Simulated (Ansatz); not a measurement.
Molecule: sum formula H$_{4}$GeO$_{4}$, net charge -1, doublet state. 
Coordinates optimised at B3LYP-D3(BJ)/def2-TZVP (Ansatz, an electronic-structure program):
```
Ge
O 1 1.8537
H 2 0.9645 1 103.13
O 1 1.8537 2 110.39 3 86.07
H 4 0.9645 1 103.13 2 86.07
O 1 1.9453 2 91.03 3 178.03
H 6 0.9658 1 102.98 2 14.24
O 1 1.9453 2 91.48 3 -5.58
H 8 0.9658 1 102.98 2 124.68
```
Charge -1, spin multiplicity 2.

Total electronic energies in hartree. Cores are frozen in the correlated levels unless marked. UHF or UKS for open shells. No spin-orbit coupling. The frozen core is the preceding noble-gas configuration, with the filled d and f shells of earlier blocks. Non-relativistic. CBS marks a two-point X^-3 extrapolation of the correlation energy; Hartree-Fock from the larger set. [CCSD(T)-MP2]/basis is that difference in the basis named.

| level | program | energy (Eh) |
|---|---|---|
| HF/cc-pVDZ | Ansatz | -2377.18812 |
| RI-HF/aug-cc-pVQZ | Ansatz | -2377.42499 |
| RI-HF/cc-pVQZ | Ansatz | -2377.42016 |
| PBE/def2-TZVPD | Ansatz | -2379.94686 |
| revPBE-D3(BJ)/def2-TZVPD | Ansatz + dftd3 | -2380.32553 |
| revPBE-D4/def2-TZVPD | Ansatz + dftd4 | -2380.33351 |
| PBE0/def2-TZVP | Ansatz | -2379.96955 |
| PBE0/def2-TZVPD | Ansatz | -2379.98244 |
| r2SCAN0-D4/def2-TZVPD | Ansatz + dftd4 | -2380.34471 |
| B2PLYP-D3(BJ)/def2-TZVPD | Ansatz + dftd3 | -2379.97391 |
| MP2/6-31G | Ansatz | -2377.32895 |
| MP2/6-31G* | Ansatz | -2377.71958 |
| MP2/aug-cc-pVDZ | Ansatz | -2378.20239 |
| CCSD(T)/cc-pVDZ | Ansatz | -2378.08938 |
| RI-MP2/CBS(aug-cc-pVTZ,aug-cc-pVQZ)+[CCSD(T)-MP2]/aug-cc-pVDZ | Ansatz | -2378.7477 |

Totals of different functionals don't rank their quality; only differences between species are comparable.
